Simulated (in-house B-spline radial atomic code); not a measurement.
K⁻. Computed with a B-spline radial atomic code. Model: all-electron spherical atom, spin shells full or empty, radial basis limit, no spin-orbit coupling: exact exchange with a local potential (Slater, KLI or optimised effective potential, whose far tail is KLI's), no correlation.

Anion configuration assumed.

The run also made RPA and GW results, which its time includes.

The Slater potential averages the orbital exchange potentials with the orbital densities as weights, KLI adds orbital constants, and the optimised effective potential minimises the exact-exchange energy among local potentials. So their energies lie above Hartree-Fock in the order OEP, KLI, Slater. All fall off as −1/r, unlike LDA and GGA exchange.

Command:
```bash
python run_gw.py task.json out
```
Settings (lengths in bohr, energies in hartree):
```
Z                      19
electrons              20
configuration          [Ar] 4s2
hamiltonian            nr
method                 oep
lmax                   9
spin_polarised         False
box_radius             60
intervals              78
ion_configuration      [Ar] 4s1
```

Time taken, with all properties: 13 s on 1 thread of Arm Neoverse N1, on a shared host.

Given: hamiltonian non-relativistic; mean-field start exchange-only OEP.

Computed: energy above Hartree-Fock 6.0728 millihartree; virial ratio -E/T less 1 0.

| radius (bohr) | r times exchange potential (hartree bohr) |
| --- | --- |
| 0.00263 | -0.039395 |
| 0.00337 | -0.050422 |
| 0.00433 | -0.064664 |
| 0.00554 | -0.082484 |
| 0.00711 | ? |
| 0.00911 | -0.13394 |
| 0.0117 | -0.16992 |
| 0.015 | -0.21379 |
| 0.0192 | -0.26598 |
| 0.0246 | -0.32656 |
| 0.0316 | -0.39368 |
| 0.0405 | -0.46059 |
| 0.0519 | -0.51797 |
| 0.0665 | -0.54994 |
| 0.0853 | -0.53427 |
| 0.109 | ? |
| 0.14 | -0.48477 |
| 0.18 | -0.65235 |
| 0.23 | -0.81749 |
| 0.295 | -0.92445 |
| 0.378 | -0.94254 |
| 0.485 | -0.80952 |
| 0.622 | -0.49429 |
| 0.797 | -0.66834 |
| 1.02 | -0.90776 |
| 1.31 | -0.98826 |
| 1.68 | -0.94604 |
| 2.15 | -0.77411 |
| 2.76 | -0.49188 |
| 3.54 | -0.51453 |
| 4.54 | -0.71768 |
| 5.82 | -0.80972 |
| 7.46 | -0.89007 |
| 9.56 | -0.94724 |
| 12.3 | -0.97948 |
| 15.7 | -0.99336 |
| 20.2 | -0.99834 |

What belongs in the row 0.00711?

r times exchange potential (hartree bohr): -0.10534.

What belongs in the row 0.109?

r times exchange potential (hartree bohr): -0.47307.

```csv
occupied,level (hartree),Hartree-Fock level (hartree)
1s,-128.79,-133.41
2s,?,?
2p,-10.27,-11.4
3s,-1.1891,-1.6292
3p,-0.58951,-0.83475
4s,-0.010323,-0.01032
```

What belongs in the row 2s?

level (hartree): -12.895; Hartree-Fock level (hartree): -14.37.

The highest level, 4s, differs from Hartree-Fock by -8.4e-05 eV and the deepest, 1s, by +126 eV: a local potential can match the highest level but can't give each shell its own exchange.
